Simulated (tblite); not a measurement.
C2H14NPSi4.
Structure used (GFN2-xTB), in Å, numbered top down from 1:
```
atom  x, y, z in Å
C1    -0.3448   -1.3420    2.3490
Si2    0.2005   -0.7240    0.6218
P3     2.1679    0.3222    0.9847
Si4    2.6221    1.0684   -1.0628
Si5   -0.5261   -1.8961   -1.2712
C6    -1.5301   -0.2628   -1.2696
N7    -0.9513    0.3918   -0.0934
Si8   -1.4700    1.9693    0.3638
H9    -1.3622   -1.7200    2.3328
H10   -0.2958   -0.5306    3.0704
H11    0.3080   -2.1358    2.7006
H12    2.9181   -0.8343    0.8838
H13    2.4439    0.0475   -2.1042
H14    4.0223    1.4992   -1.0612
H15    1.7422    2.2032   -1.3307
H16   -1.3908   -3.0787   -1.1549
H17    0.2575   -2.0704   -2.5020
H18   -1.3953    0.3614   -2.1570
H19   -2.6076   -0.3957   -1.1392
H20   -2.8874    1.9272    0.7499
H21   -0.6163    2.3585    1.4814
H22   -1.3152    2.8612   -0.7937
```

Computed with GFN2-xTB (tblite): harmonic, unscaled wavenumbers at the GFN2-xTB geometry, gas phase. This tight-binding method is rough: wavenumbers can miss measured ones by several per cent, in bad cases by 10 to 20. Modes of hydrogen on phosphorus and silicon can be 10 to 20 % off. One conformer, not necessarily the lowest.

Harmonic wavenumbers (cm⁻¹): 26.2, 46.6, 65.4, 74.0, 85.2, 93.8, 99.0, 117.6, 134.7, 147.2, 209.3, 213.6, 316.5, 344.5, 378.8, 454.7, 461.6, 482.8, 494.9, 513.2, 547.0, 570.0, 586.2, 610.0, 654.7, 714.5, 727.8, 732.6, 747.6, 750.8, 759.6, 773.0, 782.7, 786.9, 790.0, 795.8, 813.2, 825.3, 1002.7, 1119.3, 1139.0, 1241.3, 1350.0, 1472.7, 1475.7, 1491.6, 2179.8, 2186.4, 2190.0, 2200.2, 2205.0, 2241.4, 2275.7, 2283.8, 2313.3, 2898.4, 2931.7, 3027.0, 3035.0, 3040.5.

A = 884.3, B = 667.0, C = 612.9 MHz; mass 194.994 u (most abundant isotopes); point group C1, symmetry number 1.

Problem. What is the zero-point energy?

Solution. Half the sum of the wavenumbers: 31514 cm⁻¹ = 376.99 kJ/mol.

Problem. What is S at 298.15 K and 1 bar for an ideal gas of classical rigid rotors and harmonic oscillators?

Solution. Translation 174.62, rotation 130.39, vibration 233.44: S = 538.5 J/(mol K).

Problem. And Cp and H(298.15 K) − H(0)?

Solution. Cp = 243.44 J/(mol K), of which vibrations give 210.18 (their classical limit is 60 R = 498.9); H(298.15 K) − H(0) = 44.19 kJ/mol without the zero-point energy, 34.27 from vibrations.

Problem. What must be added to the electronic energy to get the Gibbs energy at 298.15 K and 1 bar?

Solution. ZPE + [H(298.15 K) − H(0)] − T·S = 376.99 + 44.19 − 160.54 = 260.64 kJ/mol.

Problem. How do the functions run with temperature in this model?

Solution. 
```tsv
T (K)	S (J/(mol K))	Cp (J/(mol K))	H − H(0) (kJ/mol)	G − H(0) (kJ/mol)	ln q(vib)
150	405.5	151.1	14.73	-46.10	7.02
250	498.0	215.9	33.12	-91.39	11.99
400	616.9	290.7	71.51	-175.26	18.84
600	747.8	354.3	136.47	-312.19	27.10
900	903.8	414.5	252.55	-560.90	37.85
```

q(vib) and H(0) count from the zero-point level.

Problem. Blend soft modes into free rotors: weight 1/[1 + (100 cm⁻¹/ν̃)⁴] for the oscillator and the rest for a rotor with moment μB/(μ + B), μ = h/(8π²ν), B = 10⁻⁴⁴ kg m². What vibrational entropy results?

Solution. 207.73 J/(mol K) in place of 233.44, which changes −T·S at 298.15 K by +7.67 kJ/mol.

Problem. Which modes carry the vibrational entropy at 298.15 K?

Solution. 26.2 cm⁻¹: 25.51; 46.6 cm⁻¹: 20.74; 65.4 cm⁻¹: 17.94; 74.0 cm⁻¹: 16.92; 85.2 cm⁻¹: 15.76; 93.8 cm⁻¹: 14.98 J/(mol K); the other 54 give 121.59 together.

Hindered rotation and anharmonicity are outside this model. Other conformers, if any are populated, would add a mixing term that is left out. The structure is chiral; the term R ln 2 for an equal mix with its mirror image is left out.
